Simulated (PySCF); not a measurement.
# Correlation energy of O³⁺ (oxygen, charge +3)

Starting occupation: [He] 2s2 2p1, 2p3/2 with m_j = +3/2. Computed with PySCF 2.14 in an uncontracted even-tempered set (18 s from 0.21 bohr⁻², ratio 2.4; 11 p from 0.27 bohr⁻², ratio 2.4; 5 d from 1.4 bohr⁻², ratio 2.6; 5 f from 2.1 bohr⁻², ratio 2.6), with X2C-1e with screened-nucleus spin-orbit coupling, Gaussian nucleus. Frozen: nothing; 5 electrons correlated; the 30 highest virtual spinors left out.

MP2 pair energies summed by pair of shells (mhartree):

| pair | energy | share (%) |
| --- | --- | --- |
| 1s1/2-1s1/2 | -39.82 | 32.1 |
| 2s1/2-2s1/2 | -39.73 | 32.0 |
| 2p3/2-2s1/2 | -29.74 | 24.0 |
| 1s1/2-2s1/2 | -9.26 | 7.5 |
| 1s1/2-2p3/2 | -5.60 | 4.5 |

Total MP2 correlation energy: -124.15 mhartree.
